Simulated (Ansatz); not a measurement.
Cost and result for the atomization energy of C₄H₃F₃, SMILES `C=C(F)/C(F)=C\F` (10 atoms, 9 bonds).

```xyz
10

C     1.0523    1.4940   -0.4066
C     0.1643    0.5184   -0.5292
F    -0.5432    0.3689   -1.6512
C    -0.1430   -0.4694    0.4893
F     0.5669   -0.3214    1.6172
C    -1.0102   -1.4789    0.4635
F    -1.7813   -1.7515   -0.5780
H     1.2165    2.1868   -1.2201
H     1.6151    1.5995    0.5083
H    -1.1373   -2.1463    1.3069
```

Charge 0, multiplicity 1. All single points use the PBE0-D4/def2-TZVP geometry. It is one conformer, not always the lowest. Program: Ansatz. All runs use 4 threads of an Arm Neoverse V1 on a shared host. Times are those of one run each, without the atoms' runs, and a repeat can differ threefold. Electronic energies, without spin–orbit coupling; frozen cores. CCSD(T)/CBS adds CCSD(T) − MP2 in def2-TZVPP to the MP2 limit, and its time is that of the two runs behind it. T1 = 0.013; the RHF reference is unstable towards UHF. B3LYP takes the VWN-RPA correlation (the form of Gaussian; ORCA's B3LYP/G).

CCSD(T)/CBS is a level of theory with its own doubt, some kJ/mol a heavy atom from the limit and from the frozen cores, so smaller differences don't rank the functionals.

| level | functions | wall time |
| --- | --- | --- |
| PBE-D4/def2-TZVPP (with forces) | 259 | 2.9 s |
| PBE0-D4/def2-TZVPP | 259 | 3.5 s |
| r2SCAN-D4/def2-TZVPP (with forces) | 259 | 5.5 s |
| B3LYP-D4/def2-TZVPP (with forces) | 259 | 5.5 s |
| B2PLYP/def2-TZVPP | 259 | 8 s |
| ωB97X-V/def2-TZVPP | 259 | 8.5 s |
| ωB97M-V/def2-TZVPP (with forces) | 259 | 13 s |
| MP2/def2-QZVPP | 489 | 29 s |
| CCSD(T)/def2-TZVPP | 259 | 6.3 min |
| CCSD(T)/CBS(def2) | – | 6.8 min |

(1) What atomization energy does each give, and how far from CCSD(T)/CBS? (Estimate.)

Answers

(1) Computed: 
```csv
level,atomization (kcal/mol),difference from CCSD(T)/CBS,per bond
PBE-D4/def2-TZVPP (with forces),1083.4,55.1,6.1
PBE0-D4/def2-TZVPP,1045.8,17.5,1.9
r2SCAN-D4/def2-TZVPP (with forces),1041.8,13.5,1.5
B3LYP-D4/def2-TZVPP (with forces),1032.3,4.0,0.4
B2PLYP/def2-TZVPP,1022.8,-5.5,-0.6
ωB97X-V/def2-TZVPP,1032.5,4.2,0.5
ωB97M-V/def2-TZVPP (with forces),1035.5,7.2,0.8
MP2/def2-QZVPP,1053.9,25.6,2.8
CCSD(T)/def2-TZVPP,1001.1,-27.2,-3.0
CCSD(T)/CBS(def2),1028.3,0.0,0.0
```

The D4 term adds +7.2 kcal/mol with B3LYP and +3.8 kcal/mol with PBE0; it sums over pairs of atoms, weighted by their polarisabilities, and B3LYP, whose exchange is more repulsive, gets the larger term. From PBE to PBE0 (25 % exact exchange), in def2-TZVPP and without D4, the atomization energy moves by −36.8 kcal/mol: exact exchange takes away binding that semilocal exchange gives to molecules. In def2-TZVPP, CCSD(T) changes the Hartree–Fock value by +279.5 kcal/mol (the triples alone add +22.5 kcal/mol) and MP2 by +316.3 kcal/mol; breaking electron pairs costs correlation energy, which Hartree–Fock lacks.
